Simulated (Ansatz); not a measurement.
Reaction (ligand exchange at the Si–Te bond): `O[SiH](F)[TeH]` + `CN[SiH2]O` → `CN([SiH2]O)[SiH](O)F` + H₂Te

Gas-phase electronic energies from Ansatz, PBE0-D4/def2-TZVP geometries. CBS: MP2 limit from def2 TZ/QZ plus the TZ coupled-cluster correction, frozen cores. Functionals use def2-TZVPP. B3LYP here is the variant with VWN-RPA as its local correlation; programs differ in this. Elements past krypton have def2 core potentials. For Te outer-core shells are correlated without core-valence functions, which leaves a few kJ/mol of doubt a bond. One conformer a species, not always the lowest.

`O[SiH](F)[TeH]`:

Cartesian coordinates in Å:
```
O -1.401 0.152 1.038
Si -0.449 -0.049 -0.267
F -0.165 1.327 -1.019
Te 1.759 -0.951 0.452
H -1.036 0.606 1.800
H -1.207 -0.909 -1.191
H 2.498 -0.176 -0.812
```

`CN[SiH2]O`:

Z-matrix (Å, degrees):
```
C
N 1 1.446
H 1 1.097 2 113.4
H 1 1.093 2 109.4 3 -120.0
H 1 1.094 2 111.4 3 121.9
Si 2 1.705 1 125.5 3 97.3
H 2 1.008 1 113.7 3 -65.2
O 6 1.652 2 118.0 1 -83.0
H 6 1.489 2 105.4 1 38.4
H 6 1.479 2 107.7 1 160.6
H 8 0.958 6 117.8 2 73.7
```

`CN([SiH2]O)[SiH](O)F`:

```xyz
15

C    -1.235    1.141    0.844
N    -0.276    0.216    0.228
Si   -0.760   -1.453    0.322
O     0.387   -2.425   -0.314
Si    1.154    0.840   -0.430
O     1.681   -0.242   -1.550
F     0.833    2.240   -1.123
H    -1.141    1.161    1.935
H    -1.100    2.156    0.468
H    -2.261    0.846    0.599
H    -2.070   -1.564   -0.378
H    -0.955   -1.853    1.739
H     0.899   -2.032   -1.030
H     2.248    1.141    0.518
H     2.596   -0.171   -1.827
```

H₂Te:

Z-matrix (Å, degrees):
```
Te
H 1 1.656
H 1 1.656 2 90.4
```

| level | ΔE (kJ/mol) | difference from CCSD(T)/CBS |
| --- | --- | --- |
| PBE-D4 | -9.6 | 13.3 |
| r2SCAN-D4 | -22.1 | 0.8 |
| PBE0-D4 | -15.6 | 7.3 |
| ωB97X-V | -24.5 | -1.6 |
| ωB97M-V | -26.4 | -3.5 |
| B2PLYP | -20.5 | 2.4 |
| r2SCAN | -20.0 | 2.9 |
| PBE0 | -9.9 | 13.0 |
| B3LYP | -14.5 | 8.4 |
| HF/def2-TZVPP | -26.2 | -3.3 |
| CCSD/def2-TZVPP | -31.6 | -8.7 |
| HF/def2-QZVPP | -26.6 | -3.7 |
| MP2/def2-QZVPP | -20.5 | 2.4 |
| HF/CBS(def2) | -26.6 | -3.7 |
| MP2/CBS(def2) | -16.7 | 6.2 |
| CCSD/CBS(def2) | -23.1 | -0.2 |
| CCSD(T)/CBS | -22.9 | 0 |

Largest T1 diagnostic among the species: 0.012.

The D4 term adds −9.8 kJ/mol with B3LYP and −5.6 kJ/mol with PBE0; it sums over pairs of atoms, weighted by their polarisabilities, and B3LYP, whose exchange is more repulsive, gets the larger term. From PBE to PBE0 (25 % exact exchange), in def2-TZVPP and without D4, ΔE moves by −6.7 kJ/mol.
